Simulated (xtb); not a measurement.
Cl₄V, doublet, from a rough starting geometry (GFN-xTB shapes and energies of metal compounds can be far from the true ones); GFN2-xTB (xtb).

xtb was given this input:
```
$ xtb mol.xyz --gfn 2 --uhf 1 --opt vtight --json

# file mol.xyz
5

V     -0.01324926     0.01593860     0.01067580
Cl     1.64836627    -0.54306615    -1.10272925
Cl     0.58176705     0.43805018     1.89727251
Cl    -0.89286650     1.60849835    -0.82086518
Cl    -1.31847644    -1.55218305     0.03345335
```

The log (banner, timings and long lists left out):

```
   ID    Z sym.   atoms
    1   23 V      1
    2   17 Cl     2-5

           -------------------------------------------------
          |                Calculation Setup                |
           -------------------------------------------------

           -------------------------------------------------
          |                 G F N 2 - x T B                 |
           -------------------------------------------------

          ...................................................
          :                      SETUP                      :
          :.................................................:
          :  # basis functions                  50          :
          :  # atomic orbitals                  45          :
          :  # shells                           15          :
          :  # electrons                        33          :
          :  max. iterations                   250          :
          :  Hamiltonian                  GFN2-xTB          :
          :  restarted?                      false          :
          :  GBSA solvation                  false          :
          :  PC potential                    false          :
          :  electronic temp.          300.0000000     K    :
          :  accuracy                    1.0000000          :
          :  -> integral cutoff          0.2500000E+02      :
          :  -> integral neglect         0.1000000E-07      :
          :  -> SCF convergence          0.1000000E-05 Eh   :
          :  -> wf. convergence          0.1000000E-03 e    :
          :  Broyden damping             0.4000000          :
          :  net charge                          0          :
          :  unpaired electrons                  1          :
          ...................................................

 iter      E             dE          RMSdq      gap      omega  full diag
   1    -16.3060907 -0.163061E+02  0.294E+01    0.01       0.0  T
   2    -16.2118095  0.942812E-01  0.264E+01    0.00       1.0  T
   3    -19.2469100 -0.303510E+01  0.139E+01    0.01       1.0  T
   4    -20.2053394 -0.958429E+00  0.552E+00    0.01       1.0  T
   5    -20.3496276 -0.144288E+00  0.202E+00    0.01       1.0  T
   6    -20.3629701 -0.133425E-01  0.761E-01    0.01       1.0  T
   7    -20.3651517 -0.218157E-02  0.327E-01    0.01       1.0  T
   8    -20.3652947 -0.143021E-03  0.251E-01    0.01       1.0  T
   9    -20.3654083 -0.113566E-03  0.183E-01    0.01       1.0  T
  10    -20.3655605 -0.152171E-03  0.761E-02    0.01       1.0  T
  11    -20.3655812 -0.207344E-04  0.435E-02    0.01       1.0  T
  12    -20.3655865 -0.531296E-05  0.288E-02    0.01       1.6  T
  13    -20.3655900 -0.346208E-05  0.138E-02    0.01       3.2  T
  14    -20.3655901 -0.107107E-06  0.130E-02    0.01       3.4  T
  15    -20.3655908 -0.753416E-06  0.539E-03    0.01       8.3  T
  16    -20.3655910 -0.132508E-06  0.190E-03    0.01      23.5  T
  17    -20.3655909  0.131525E-07  0.247E-03    0.01      18.1  T
  18    -20.3655910 -0.317628E-07  0.340E-04    0.01     131.6  T
  19    -20.3655910 -0.587047E-09  0.788E-05    0.01     567.7  T

   *** convergence criteria satisfied after 19 iterations ***

         :::::::::::::::::::::::::::::::::::::::::::::::::::::
         ::                     SUMMARY                     ::
         :::::::::::::::::::::::::::::::::::::::::::::::::::::
         :: total energy             -20.334213815425 Eh    ::
         :: gradient norm              0.017918666351 Eh/a0 ::
         :: HOMO-LUMO gap              0.008660721085 eV    ::
         ::.................................................::
         :: SCC energy               -20.365587879615 Eh    ::
         :: -> isotropic ES            0.012828242184 Eh    ::
         :: -> anisotropic ES          0.000209219180 Eh    ::
         :: -> anisotropic XC         -0.000592124011 Eh    ::
         :: -> dispersion             -0.006381052566 Eh    ::
         :: repulsion energy           0.031374064190 Eh    ::
         :: add. restraining           0.000000000000 Eh    ::
         :: total charge               0.000000000000 e     ::
         :::::::::::::::::::::::::::::::::::::::::::::::::::::

      -----------------------------------------------------------
     |                   =====================                   |
     |                        A N C O P T                        |
     |                   =====================                   |
     |               Approximate Normal Coordinate               |
     |                Rational Function Optimizer                |
      -----------------------------------------------------------
      -----------------------------------------------------------
     |                   =====================                   |
     |                        A N C O P T                        |
     |                   =====================                   |
     |               Approximate Normal Coordinate               |
     |                Rational Function Optimizer                |
      -----------------------------------------------------------

          ...................................................
          :                      SETUP                      :
          :.................................................:
          :   optimization level         verytight          :
          :   max. optcycles                   200          :
          :   ANC micro-cycles                  20          :
          :   degrees of freedom                 9          :
          :.................................................:
          :   RF solver                   davidson          :
          :   write xtbopt.log                true          :
          :   linear?                        false          :
          :   energy convergence         0.1000000E-06 Eh   :
          :   grad. convergence          0.2000000E-03 Eh/α :
[...]
 * total energy  :   -20.3348571 Eh     change       -0.1256526E-03 Eh
 * total energy  :   -20.3348789 Eh     change       -0.2171315E-04 Eh
 * total energy  :   -20.3345256 Eh     change        0.3532681E-03 Eh
 * total energy  :   -20.3350516 Eh     change       -0.5259680E-03 Eh
 * total energy  :   -20.3351230 Eh     change       -0.7149076E-04 Eh
 * total energy  :   -20.3351725 Eh     change       -0.4944977E-04 Eh
 * total energy  :   -20.3352108 Eh     change       -0.3830216E-04 Eh
 * total energy  :   -20.3352576 Eh     change       -0.4683278E-04 Eh
 * total energy  :   -20.3352889 Eh     change       -0.3129345E-04 Eh
 * total energy  :   -20.3353079 Eh     change       -0.1898985E-04 Eh
 * total energy  :   -20.3353109 Eh     change       -0.2991056E-05 Eh
 * total energy  :   -20.3353122 Eh     change       -0.1244408E-05 Eh
 * total energy  :   -20.3353122 Eh     change       -0.2010587E-08 Eh
   *** GEOMETRY OPTIMIZATION CONVERGED AFTER 15 ITERATIONS ***
[...]

 iter      E             dE          RMSdq      gap      omega  full diag
   1    -20.3655978 -0.203656E+02  0.287E-04    0.21       0.0  T
   2    -20.3655978  0.127426E-08  0.530E-04    0.21      84.4  T
   3    -20.3655979 -0.146241E-08  0.194E-04    0.21     230.5  T

   *** convergence criteria satisfied after 3 iterations ***

         :::::::::::::::::::::::::::::::::::::::::::::::::::::
         ::                     SUMMARY                     ::
         :::::::::::::::::::::::::::::::::::::::::::::::::::::
         :: total energy             -20.335312154339 Eh    ::
         :: gradient norm              0.000011482982 Eh/a0 ::
         :: HOMO-LUMO gap              0.209535584460 eV    ::
         ::.................................................::
         :: SCC energy               -20.365594773523 Eh    ::
         :: -> isotropic ES            0.012842475434 Eh    ::
         :: -> anisotropic ES          0.000160529262 Eh    ::
         :: -> anisotropic XC         -0.000574811985 Eh    ::
         :: -> dispersion             -0.006371432335 Eh    ::
         :: repulsion energy           0.030282619184 Eh    ::
         :: add. restraining           0.000000000000 Eh    ::
         :: total charge               0.000000000000 e     ::
         :::::::::::::::::::::::::::::::::::::::::::::::::::::

           -------------------------------------------------
          |                Property Printout                |
           -------------------------------------------------

    * Orbital Energies and Occupations

         #    Occupation            Energy/Eh            Energy/eV
      -------------------------------------------------------------
         1        2.0000           -1.1008163             -29.9547
       ...           ...                  ...                  ...
         5        2.0000           -0.5212092             -14.1828
         6        2.0000           -0.4823223             -13.1247
         7        2.0000           -0.4820166             -13.1163
         8        2.0000           -0.4813718             -13.0988
         9        2.0000           -0.4813701             -13.0987
        10        2.0000           -0.4772831             -12.9875
        11        2.0000           -0.4676402             -12.7251
        12        2.0000           -0.4676387             -12.7251
        13        2.0000           -0.4657776             -12.6745
        14        2.0000           -0.4525979             -12.3158
        15        2.0000           -0.4525967             -12.3158
        16        2.0000           -0.4517123             -12.2917
        17        0.9829           -0.3654491              -9.9444 (HOMO)
        18        0.0171           -0.3577488              -9.7348 (LUMO)
        19                         -0.3190609              -8.6821
        20                         -0.3190559              -8.6820
        21                         -0.2906470              -7.9089
        22                         -0.0084676              -0.2304
        23                         -0.0064670              -0.1760
        24                         -0.0064664              -0.1760
        25                         -0.0063247              -0.1721
        26                         -0.0061292              -0.1668
        27                         -0.0061290              -0.1668
        28                         -0.0061111              -0.1663
       ...                                ...                  ...
        45                          0.9260856              25.2001
      -------------------------------------------------------------
                  HL-Gap            0.0077003 Eh            0.2095 eV
             Fermi-level           -0.3850899 Eh          -10.4788 eV

     #   Z          covCN         q      C6AA      α(0)
     1  23 V        3.089     0.297   139.054    23.244
     2  17 Cl       0.788    -0.074   101.332    15.399
     3  17 Cl       0.788    -0.074   101.331    15.399
     4  17 Cl       0.788    -0.074   101.331    15.399
     5  17 Cl       0.788    -0.074   101.332    15.399

 Mol. C6AA /au·bohr⁶  :       2692.237824
 Mol. C8AA /au·bohr⁸  :     146414.644338
 Mol. α(0) /au        :         84.839503

Wiberg/Mayer (AO) data.
largest (>0.10) Wiberg bond orders for each atom

 ---------------------------------------------------------------------------
     #   Z sym  total        # sym  WBO       # sym  WBO       # sym  WBO
 ---------------------------------------------------------------------------
     1  23 V    5.587 --     4 Cl   1.397     3 Cl   1.397     2 Cl   1.397
                             5 Cl   1.397
     2  17 Cl   1.612 --     1 V    1.397
     3  17 Cl   1.612 --     1 V    1.397
     4  17 Cl   1.612 --     1 V    1.397
     5  17 Cl   1.612 --     1 V    1.397
 ---------------------------------------------------------------------------

Topologies differ in total number of bonds
Writing topology from bond orders to xtbtopo.mol

molecular dipole:
                 x           y           z       tot (Debye)
 q only:       -0.000       0.000      -0.000
   full:       -0.000       0.000       0.000       0.000
molecular quadrupole (traceless):
                xx          xy          yy          xz          yz          zz
 q only:       -0.207      -0.077       0.292      -0.039       0.262      -0.084
  q+dip:       -0.060      -0.022       0.085      -0.011       0.076      -0.024
   full:        0.318       0.117      -0.447       0.060      -0.402       0.129

optimized geometry written to: xtbopt.xyz

           -------------------------------------------------
          | TOTAL ENERGY              -20.335312154339 Eh   |
          | GRADIENT NORM               0.000011482982 Eh/α |
          | HOMO-LUMO GAP               0.209535584460 eV   |
           -------------------------------------------------

normal termination of xtb
```
